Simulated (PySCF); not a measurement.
## A small calculation by hand: oscillator strength and radiative lifetime

C2H7NOSi2, SMILES O[SiH2]C1=NC[SiH2]1.

Geometry optimised at B3LYP-D3(BJ)/def2-SVP. The structure was generated by enumeration, and PubChem lists no compound with its InChIKey, so it may never have been made. Other conformers were not sampled.

TDDFT-PBE/def2-SVPD in PySCF 2.14.0 puts the first singlet state with f over 0.02 at 6.28 eV (vertical), with the transition dipole (-0.512, -0.548, 0.000) in atomic units.

Q: Find the oscillator strength, the wavelength and the radiative lifetime that this transition would have in vacuum if emission retraced absorption.

A: 
|μ|² = 0.5624 au, so |μ| = 1.91 D. ΔE = 6.28/27.211 = 0.2308 hartree. f = (2/3) ΔE |μ|² = 0.087 (the program prints 0.087).
λ = 1239.84/6.28 = 197 nm; ν = 50652 cm⁻¹.
Einstein's coefficient A = 0.6670 ν² f s⁻¹ (ν in cm⁻¹) = 1.5e8 s⁻¹, so τ = 1/A = 6.8 ns. This state is S9; the lower singlets have f = 0.000, 0.018, 0.005, 0.000, 0.003, 0.007, 0.000, 0.007. The figure is the radiative limit of this one transition; relaxation, internal conversion, crossing to triplets and a medium change what is measured.
